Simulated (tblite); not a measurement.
C4H7F3O2P (charge -1).
Structure used (GFN2-xTB), in Å, numbered top down from 1:
```
atom  x, y, z in Å
C1    -2.7825    0.2441    0.1210
P2    -1.3007   -0.8400   -0.1902
O3    -1.2462   -1.2460   -1.6222
O4    -1.1975   -1.8861    0.8649
C5     0.0675    0.4263    0.1079
C6     1.3180   -0.3934   -0.1282
C7     2.5907    0.3856    0.0465
F8     2.7028    1.4360   -0.7930
F9     2.7449    0.9020    1.2836
F10    3.7067   -0.3543   -0.1660
H11   -2.7740    0.6197    1.1403
H12   -3.6618   -0.3820   -0.0221
H13   -2.8135    1.0692   -0.5850
H14    0.0014    1.2535   -0.5984
H15    0.0368    0.8101    1.1273
H16    1.3176   -1.2362    0.5677
H17    1.2828   -0.7963   -1.1436
```

Calculated harmonic vibrations of the isolated species, GFN2-xTB (tblite), most abundant isotopes, no scaling. Errors from tens to a few hundred cm⁻¹ against measured bands are possible. One conformer, not necessarily the lowest.

Harmonic wavenumbers (cm⁻¹): 33.9, 51.4, 93.9, 98.5, 159.2, 167.4, 215.0, 253.4, 298.0, 336.4, 365.5, 436.4, 446.7, 475.5, 501.0, 582.3, 674.6, 703.6, 738.8, 804.4, 807.7, 820.9, 873.1, 979.7, 1008.9, 1089.6, 1094.7, 1136.6, 1172.0, 1190.7, 1230.1, 1254.9, 1294.0, 1301.3, 1442.2, 1454.3, 1457.7, 1471.0, 2974.3, 2980.1, 2986.5, 2987.6, 2997.6, 3014.9, 3023.3.

A = 2369, B = 520.6, C = 514.9 MHz; mass 175.014 u (most abundant isotopes); point group Cs, symmetry number 1.

Zero-point energy?

Half the sum of the wavenumbers: 24740 cm⁻¹ = 70.73 kcal/mol.

Give the ideal-gas entropy at 500 K and 1 bar in the rigid-rotor, harmonic-oscillator model (classical rotation).

Translation 43.98, rotation 32.15, vibration 57.61: S = 133.7 cal/(mol K).

And Cp and H(500 K) − H(0)?

Cp = 58.62 cal/(mol K), of which vibrations give 50.67 (their classical limit is 45 R = 89.4); H(500 K) − H(0) = 18.10 kcal/mol without the zero-point energy, 14.12 from vibrations.

Blend soft modes into free rotors: weight 1/[1 + (100 cm⁻¹/ν̃)⁴] for the oscillator and the rest for a rotor with moment μB/(μ + B), μ = h/(8π²ν), B = 10⁻⁴⁴ kg m². What vibrational entropy results?

52.42 cal/(mol K) in place of 57.61, which changes −T·S at 500 K by +2.59 kcal/mol.

What must be added to the electronic energy to get the Gibbs energy at 500 K and 1 bar?

ZPE + [H(500 K) − H(0)] − T·S = 70.73 + 18.10 − 66.87 = 21.96 kcal/mol.

How do the functions run with temperature in this model?

```csv
T (K),S (cal/(mol K)),Cp (cal/(mol K)),H − H(0) (kcal/mol),G − H(0) (kcal/mol),ln q(vib)
100,74.8,21.1,1.45,-6.03,2.48
200,92.9,32.3,4.13,-14.46,5.74
300,108.0,42.5,7.87,-24.52,8.87
800,164.7,72.6,38.00,-93.73,22.77
1000,181.5,78.3,53.12,-128.39,27.53
```

q(vib) and H(0) count from the zero-point level.

Hindered rotation and anharmonicity are outside this model. Other conformers, if any are populated, would add a mixing term that is left out.
